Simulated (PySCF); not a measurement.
**A survey of ¹⁵N NMR shifts**

Method: coordinates at the GFN2-xTB level, shielding tensors at PBE0/pcSseg-1 (GIAO), in PySCF (in vacuum, fast rotation and ring inversion assumed for equivalent nuclei, one conformer, no relativistic terms).

Shieldings were converted by a linear fit to measured shifts: ¹⁵N (scatter 6.3 ppm rms vs CH3NO2, solution or neat liquid). A few per cent of atoms miss by over 2 rms, more outside the fitted compound classes.

Task: Give the ¹⁵N shifts of `O=S(=O)(O)c1cnccn1`, `O=S(=O)(O)c1cnccn1`, `NC#P`, `FC(F)c1ncccn1`, `FC(F)c1ncccn1`.

Result: 
| compound | environment | δ (ppm) |
| --- | --- | --- |
| [O:1]=[S:2](=[O:3])([OH:4])[c:5]1[cH:6][n:7][cH:8][cH:9][n:10]1 | N7: pyridine-type ring nitrogen | -36.1 |
| [O:1]=[S:2](=[O:3])([OH:4])[c:5]1[cH:6][n:7][cH:8][cH:9][n:10]1 | N10: pyridine-type ring nitrogen | -58.9 |
| [O:1]=[S:2](=[O:3])([OH:4])[c:5]1[cH:6][n:7][cH:8][cH:9][n:10]1 | N7: pyridine-type ring nitrogen | -36.1 |
| [O:1]=[S:2](=[O:3])([OH:4])[c:5]1[cH:6][n:7][cH:8][cH:9][n:10]1 | N10: pyridine-type ring nitrogen | -58.9 |
| NC#P | nitrogen bonded to C, 2 H | -324.1 |
| FC(F)c1ncccn1 | pyridine-type ring nitrogen (×2) | -86.8 |
| FC(F)c1ncccn1 | pyridine-type ring nitrogen (×2) | -86.8 |
